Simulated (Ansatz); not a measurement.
`[F][Al]([F])[Cl]` + `CC(C)N` → `CC(C)[NH][Al]([F])[F]` + HCl  (ligand exchange at the Al–Cl bond)

Program: Ansatz. Geometries: PBE0-D4/def2-TZVP. ΔE: electronic, gas phase. CBS: MP2 limit from def2 TZ/QZ plus the TZ coupled-cluster correction, frozen cores. This one scheme is used for every species. DFT in def2-TZVPP. B3LYP here is the variant with VWN-RPA as its local correlation; programs differ in this. Each species was taken in one conformer, which may not be the lowest.

`[F][Al]([F])[Cl]`:

```xyz
4

F    -0.978    0.050    1.371
Al   -0.084   -0.056    0.011
F    -0.555   -1.080   -1.167
Cl    1.616    1.087   -0.215
```

`CC(C)N`:

Cartesian coordinates in Å:
```
C -0.601 -0.859 0.910
C 0.351 -0.079 0.024
C -0.227 0.127 -1.364
N 0.597 1.225 0.630
H -0.180 -1.007 1.909
H -1.544 -0.316 1.019
H -0.811 -1.844 0.487
H 1.277 -0.670 -0.080
H -0.426 -0.831 -1.851
H 0.464 0.687 -2.000
H -1.161 0.690 -1.302
H 1.009 1.118 1.549
H 1.252 1.759 0.071
```

`CC(C)[NH][Al]([F])[F]`:

Z-matrix (Å, degrees):
```
C
C 1 1.521
H 1 1.094 2 110.3
H 1 1.093 2 111.0 3 120.3
H 1 1.093 2 111.1 3 -119.7
C 2 1.516 1 111.1 3 -60.2
N 2 1.455 1 110.8 3 63.4
H 2 1.100 1 107.8 3 -177.8
H 6 1.094 2 110.9 1 61.4
H 6 1.092 2 110.4 1 -58.1
H 6 1.092 2 111.6 1 -178.2
Al 7 1.751 2 133.3 1 -122.9
H 7 1.011 2 111.3 1 54.8
F 12 1.643 7 117.8 2 178.3
F 12 1.641 7 124.8 2 -2.2
```

HCl:

Cartesian coordinates in Å:
```
Cl 0.231 0.588 -0.099
H -0.231 -0.588 0.099
```

```tsv
level	ΔE (kJ/mol)	difference from CCSD(T)/CBS
PBE-D4	60.1	-3.3
r2SCAN-D4	63.7	0.3
PBE0-D4	63.2	-0.2
B3LYP-D4	58.5	-4.9
ωB97X-V	63.1	-0.3
ωB97M-V	62.3	-1.1
B2PLYP	64.4	1.0
PBE	65.1	1.7
r2SCAN	65.4	2.0
PBE0	67.8	4.4
B3LYP	66.2	2.8
HF/def2-TZVPP	78.0	14.6
MP2/def2-TZVPP	61.3	-2.1
SCS-MP2/def2-TZVPP	61.4	-2.0
CCSD/def2-TZVPP	61.2	-2.2
CCSD(T)/def2-TZVPP	59.5	-3.9
HF/def2-QZVPP	78.7	15.3
MP2/def2-QZVPP	63.7	0.3
SCS-MP2/def2-QZVPP	64.1	0.7
HF/CBS(def2)	78.8	15.4
MP2/CBS(def2)	65.1	1.7
CCSD/CBS(def2)	65.1	1.7
CCSD(T)/CBS	63.4	0
```

Largest T1 diagnostic among the species: 0.012.

The D4 term adds −7.7 kJ/mol with B3LYP and −4.6 kJ/mol with PBE0; it sums over pairs of atoms, weighted by their polarisabilities, and B3LYP, whose exchange is more repulsive, gets the larger term. In def2-TZVPP, CCSD(T) changes the Hartree–Fock value by −18.5 kJ/mol (the triples alone add −1.7 kJ/mol) and MP2 by −16.7 kJ/mol.
